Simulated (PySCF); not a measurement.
**Field gradients at the hydrogen positions**

Compound: phenylsilane, C₆H₈Si.
Structure used (PBE0-D3(BJ)/def2-TZVP), in Å, numbered top down from 1:
```
atom  x, y, z in Å
Si1    2.3170   -0.0653    0.8317
C2     0.5614   -0.0182    0.1968
C3    -0.1437   -1.1970   -0.0484
C4    -1.4517   -1.1644   -0.5102
C5    -2.0769    0.0520   -0.7365
C6    -1.3903    1.2349   -0.4996
C7    -0.0845    1.1980   -0.0377
H8     3.2192    0.7223   -0.0511
H9     2.7821   -1.4766    0.8753
H10    2.4050    0.5143    2.1995
H11    0.3348   -2.1560    0.1226
H12   -1.9831   -2.0910   -0.6955
H13   -3.0983    0.0798   -1.0984
H14   -1.8748    2.1884   -0.6767
H15    0.4382    2.1330    0.1406
```

Level: PBE0/pcSseg-2 (PySCF, non-relativistic); Q(2H) = 0.00286 b; rigid geometry, the same for H and D, with no vibrational averaging.

Q: Tabulate Vzz, the asymmetry η and χzz = 234.96 MHz × Q × Vzz for every hydrogen position.

A: 
```json
{"atom": "H8", "bonded to": "Si1", "bond length (Å)": "1.488", "Vzz (au)": "0.1380", "η": "0.02", "χzz (kHz)": "93"}
{"atom": "H9", "bonded to": "Si1", "bond length (Å)": "1.487", "Vzz (au)": "0.1385", "η": "0.02", "χzz (kHz)": "93"}
{"atom": "H10", "bonded to": "Si1", "bond length (Å)": "1.488", "Vzz (au)": "0.1378", "η": "0.01", "χzz (kHz)": "93"}
{"atom": "H11", "bonded to": "C3", "bond length (Å)": "1.085", "Vzz (au)": "0.2914", "η": "0.07", "χzz (kHz)": "196"}
{"atom": "H12", "bonded to": "C4", "bond length (Å)": "1.084", "Vzz (au)": "0.2952", "η": "0.06", "χzz (kHz)": "198"}
{"atom": "H13", "bonded to": "C5", "bond length (Å)": "1.084", "Vzz (au)": "0.2950", "η": "0.06", "χzz (kHz)": "198"}
{"atom": "H14", "bonded to": "C6", "bond length (Å)": "1.084", "Vzz (au)": "0.2951", "η": "0.06", "χzz (kHz)": "198"}
{"atom": "H15", "bonded to": "C7", "bond length (Å)": "1.086", "Vzz (au)": "0.2910", "η": "0.07", "χzz (kHz)": "196"}
```

Q: Average by the element that carries the hydrogen.

A: on Si: 93 kHz over 3 positions, mean bond length 1.488 Å; on C: 197 kHz over 5 positions, mean bond length 1.085 Å.

Q: A static deuteron (I = 1) shows a doublet split by (3/2)χ, (3/4)χ(1 + η) and (3/4)χ(1 − η) with the field along z, y and x of the gradient. What are these for H14?

A: With |χ| = 198.3 kHz and η = 0.062: 298, 158 and 139 kHz, to first order and without motion.

Geometry: PBE0-D3(BJ)/def2-TZVP; no solvent, vibrations or thermal averaging.

The run behind these numbers computed NMR shieldings as well. Hardware: Arm Neoverse V1, one thread, no GPU, on a shared host. Cost: 78 s of wall time (grids of density and orbitals included), 1.7 GiB resident at most.
